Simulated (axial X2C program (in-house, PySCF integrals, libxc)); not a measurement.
**What spin–orbit coupling does to AgGe**

Computed with an axial X2C code built on PySCF integrals. Spin-free means the one-electron spin-free X2C Hamiltonian; two-component (2c) means X2C with spin–orbit coupling and atomic mean-field two-electron Coulomb and Gaunt terms, so the difference of the two also holds small scalar two-electron terms. Basis: Ag dyall-cv3z [12s12p8d5f3g], Ge dyall-cv3z [9s9p7d4f1g] (cores contracted in-house); Gaussian nuclei, density fitting, unrestricted open shells. Masses: Ag 106.905 u, Ge 73.921 u.

Spin-free state: M_S = 1/2, Λ = 1 (beyond evenly filled blocks: π+α); fragments Ag + Ge.

| level | Re (Å) | ωe (cm⁻¹) | De (eV) | μ (D) |
| --- | --- | --- | --- | --- |
| PBE0 | 2.461 | 200.1 | 1.649 | -1.07 |
| r2SCAN | 2.415 | 214.8 | 1.748 | -0.91 |

Dipoles are positive if Ge is the positive end.

**Question.** Within this multiplet, which Ω should lie lowest by the rule for regular and inverted multiplets?

**Answer.** The open π shell holds one electron, so the multiplet is regular: Ω = Λ − 1/2 = 1/2. The PBE0 2c search agrees.

Two-component determinant lowest at the distance of the search:

Ω = 1/2 (⟨Sz⟩ = -0.50, ⟨Lz⟩ = 1.00 at PBE0); fragments Ag + Ge.

| level | Re (Å) | ωe (cm⁻¹) | μ (D) |
| --- | --- | --- | --- |
| PBE0 | 2.460 | 200.1 | -1.05 |
| r2SCAN | 2.414 | 214.9 | -0.89 |

**Question.** From the two tables, how do the constants change at the PBE0 level (2c against spin-free)?

**Answer.** At the PBE0 level Re goes down by 0.001 Å and ωe stays the same within 0.2 cm⁻¹.

One determinant describes the state; a PBE0 search over occupations chose it and may have missed a lower one. De is counted from the lowest determinant-based energies of the atoms at the same level, without counterpoise correction. De is not given where an atomic determinant may have missed its ground term or J level, or where the truncated virtual space spoils (T). Density functionals use the spin component along the axis (collinear). Without a current term, density functionals place determinants with orbital angular momentum somewhat too high.
